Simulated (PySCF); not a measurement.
Species: C9H7OP.
Numbering: `[cH:1]1[cH:2][cH:3][c:4](-[c:5]2[cH:6][o:7][cH:8][p:9]2)[cH:10][cH:11]1`

Structure used (GFN2-xTB), in Å, numbered top down from 1:
```
atom  x, y, z in Å
C1    -2.8950    0.2770   -0.4224
C2    -2.3751   -0.4040    0.6659
C3    -1.0079   -0.5273    0.8252
C4    -0.1349    0.0321   -0.1074
C5     1.3104   -0.0924    0.0297
C6     1.9877   -0.4037    1.1740
O7     3.3131   -0.4693    1.0676
C8     3.7093   -0.2135   -0.1837
P9     2.4734    0.1316   -1.3090
C10   -0.6702    0.7122   -1.1999
C11   -2.0369    0.8349   -1.3558
H12   -3.9641    0.3682   -0.5436
H13   -3.0401   -0.8464    1.3934
H14   -0.6143   -1.0742    1.6686
H15    1.5971   -0.5821    2.1600
H16    4.7721   -0.2507   -0.3473
H17    0.0029    1.1476   -1.9270
H18   -2.4363    1.3666   -2.2068
```

NICS = −σ at a ghost point: NICS(0) at the centroid of the ring atoms, NICS(1) 1 Å to either side along the normal of their mean plane, zz for the tensor component along that normal. Level: GIAO PBE0/pcSseg-1 (PySCF, non-relativistic, gas phase) on the GFN2-xTB geometry, one conformer.

Ring bond lengths (Å), with Mayer bond orders in brackets: C1–C2 1.385 (1.43), C2–C3 1.382 (1.46), C3–C4 1.395 (1.41), C4–C10 1.394 (1.39), C10–C11 1.381 (1.46), C11–C1 1.385 (1.43); C5–C6 1.366 (1.58), C6–O7 1.331 (1.06), O7–C8 1.337 (1.08), C8–P9 1.707 (1.56), P9–C5 1.787 (1.14).

Give the NICS values of each ring in ppm.

```
               ring                                                     type  NICS(0)  NICS(1), two faces  NICS(1)zz, two faces  rms pucker (Å)  centre to ring atoms, mean (Å)
C1–C2–C3–C4–C10–C11         6-membered carbocycle; formal bonds all aromatic     -7.5       -10.3 / -10.5         -25.8 / -26.1            0.00                            1.39
     C5–C6–O7–C8–P9  5-membered ring with O and P; formal bonds all aromatic    -10.3       -10.0 / -10.0         -23.0 / -23.0            0.00                            1.27
```

What can be read from them?

- C1–C2–C3–C4–C10–C11: mean NICS(1)zz -25.9 ppm, shielded, aromatic by this magnetic criterion (flat ring, no four-coordinate atom).
- C5–C6–O7–C8–P9: mean NICS(1)zz -23.0 ppm, shielded.

How equal are the bonds by HOMA? HOMA takes Krygowski's 1993 parameters.

- C1–C2–C3–C4–C10–C11: HOMA 0.99 = 1 − EN − GEO, with mean bond length 1.387 Å, EN = α(Ropt − mean)² = 0.000 and GEO = α × variance = 0.007. The geometric and the magnetic index point the same way.
- C5–C6–O7–C8–P9: HOMA 0.48; the largest term is that of P9–C5, α(R − Ropt)² = 0.95.

What is the mean of the two in-plane components of NICS at the first NICS(1) probe listed for ring C1–C2–C3–C4–C10–C11, 1 Å off the ring?

The isotropic value is a third of the trace: (3 × -10.3 − (-25.8))/2 = -2.6 ppm.

List the ring angles and the Hirshfeld charges of the ring atoms.

- C1–C2–C3–C4–C10–C11: C1 119.7° (-0.050 e), C2 120.4° (-0.048 e), C3 120.4° (-0.051 e), C4 118.7° (-0.007 e), C10 120.8° (-0.053 e), C11 120.1° (-0.046 e); sum 720.0° against 720° for a flat convex ring.
- C5–C6–O7–C8–P9: C5 109.5° (-0.085 e), C6 116.0° (+0.015 e), O7 111.1° (-0.046 e), C8 116.2° (-0.044 e), P9 87.3° (+0.053 e); sum 540.0° against 540° for a flat convex ring.

What are the shieldings of the ring atoms and their hydrogens in the same run (means over atoms taken as equivalent)?

```json
{"atoms": "C1", "environment": "aromatic CH carbon", "σ isotropic (ppm)": "53.7", "principal values of the symmetric part, first atom (ppm)": "-56.0, 39.3, 177.7"}
{"atoms": "C2 (×2)", "environment": "aromatic CH carbon", "σ isotropic (ppm)": "52.3", "principal values of the symmetric part, first atom (ppm)": "-58.6, 39.3, 177.0"}
{"atoms": "C3 (×2)", "environment": "aromatic CH carbon", "σ isotropic (ppm)": "55.4", "principal values of the symmetric part, first atom (ppm)": "-42.7, 46.8, 169.8"}
{"atoms": "C4", "environment": "substituted aromatic carbon", "σ isotropic (ppm)": "48.3", "principal values of the symmetric part, first atom (ppm)": "-51.4, 21.8, 174.6"}
{"atoms": "C5", "environment": "substituted aromatic carbon", "σ isotropic (ppm)": "34.3", "principal values of the symmetric part, first atom (ppm)": "-47.2, 17.5, 132.5"}
{"atoms": "C6", "environment": "aromatic CH next to a ring oxygen", "σ isotropic (ppm)": "36.9", "principal values of the symmetric part, first atom (ppm)": "-42.7, 48.9, 104.5"}
{"atoms": "O7", "environment": "furan-type oxygen", "σ isotropic (ppm)": "-18.0", "principal values of the symmetric part, first atom (ppm)": "-234.3, -57.2, 237.5"}
{"atoms": "C8", "environment": "aromatic CH next to a ring oxygen", "σ isotropic (ppm)": "-2.6", "principal values of the symmetric part, first atom (ppm)": "-147.2, 40.5, 99.1"}
{"atoms": "P9", "environment": "phosphorus bonded to 2 C", "σ isotropic (ppm)": "190.5", "principal values of the symmetric part, first atom (ppm)": "-36.1, 140.9, 466.7"}
{"atoms": "H12", "environment": "aromatic hydrogen", "σ isotropic (ppm)": "24.16", "principal values of the symmetric part, first atom (ppm)": "21.0, 24.8, 26.7"}
{"atoms": "H13 (×2)", "environment": "aromatic hydrogen", "σ isotropic (ppm)": "24.01", "principal values of the symmetric part, first atom (ppm)": "20.6, 24.5, 27.1"}
{"atoms": "H14 (×2)", "environment": "aromatic hydrogen", "σ isotropic (ppm)": "23.61", "principal values of the symmetric part, first atom (ppm)": "18.8, 23.5, 29.1"}
{"atoms": "H15", "environment": "aromatic hydrogen", "σ isotropic (ppm)": "23.08", "principal values of the symmetric part, first atom (ppm)": "18.6, 23.5, 27.1"}
{"atoms": "H16", "environment": "aromatic hydrogen", "σ isotropic (ppm)": "22.79", "principal values of the symmetric part, first atom (ppm)": "20.4, 21.5, 26.5"}
```

The list is cut; further classes of hydrogen are left out.

The run took about 2.2 min of CPU time (one thread, shared machine). This is the whole shielding run at PBE0/pcSseg-1, SCF included.
